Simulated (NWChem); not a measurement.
Species: C4H3Br; SMILES C=C(Br)C#C

Results from NWChem. Pople sets run with spherical d functions. All runs use the structure optimised with B3LYP/6-31G* (spherical d). Level: B3LYP/6-31G* with SMD, gas-phase geometry; reactions with the solvents are ignored.

```
SMD term (kcal/mol)                 water  n-hexane
----------------------------------  -----  --------
distortion of the solute's density   0.69      0.13
polarisation                        -4.88     -1.96
cavity, dispersion and structure     3.86     -2.06
```

Question: Sum the solvation free energies, find the transfer free energy from water to n-hexane and the partition coefficient at 298.15 K.

Answer: 
1. ΔG(solv, water) = -0.33 kcal/mol and ΔG(solv, n-hexane) = -3.89 kcal/mol (1 M gas to 1 M solution).
2. Transfer: -3.89 − (-0.33) = -3.56 kcal/mol.
3. log₁₀ K(n-hexane/water) = −ΔG/(RT ln 10) = 3.56/1.364 = 2.6, so the model puts more of the solute in n-hexane.
4. Of the transfer energy, 2.36 kcal/mol is electrostatic and -5.92 comes from the non-electrostatic term. The two phases are taken as the pure solvents.
